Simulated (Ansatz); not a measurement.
Job for Ansatz (a quantum-chemistry and plane-wave program): R-CCSD(T)/aug-cc-pVDZ on selenium dioxide (SMILES O=[Se]=O) with ghost functions. The run froze 16 orbitals, filled d shells among them.

Ansatz 0.2 input:
```yaml
crystal:
  periodic: [false, false, false]
  atoms:
    - {symbol: O, position_ang: [1.17233264, -0.93719069, 1.04970580]}
    - {symbol: Se, position_ang: [-0.27466788, -0.30141804, 1.37508466]}
    - {symbol: O, position_ang: [-0.31724838, 1.30349628, 1.21316146]}
basis:
  gaussian:
    orbitals: aug-cc-pVDZ
    ghost_atoms:
      - {symbol: C, position_ang: [0.65298551, -0.23933222, 4.41943607]}
      - {symbol: C, position_ang: [-0.60563602, 0.14834024, 4.60031077]}
      - {symbol: H, position_ang: [0.97766766, -1.24796557, 4.64312606]}
      - {symbol: H, position_ang: [1.40729862, 0.43880700, 4.03968624]}
      - {symbol: H, position_ang: [-0.92588122, 1.15759531, 4.37277886]}
      - {symbol: H, position_ang: [-1.35912321, -0.52862313, 4.98474031]}
magnetization: {spin_polarized: false}
correlation: {method: ccsd_t, electrons: outside_noble_gas}
scf: {lower_state_search: off}
```

### Question
What total energy does the run end on?

### Answer
-2550.0301 hartree (reference determinant -2549.4441, T1 diagnostic 0.029).

### Question
How many basis functions does it have, and what does it roughly cost on one machine?

### Answer
164 functions; about 24 core-seconds (a rough figure).
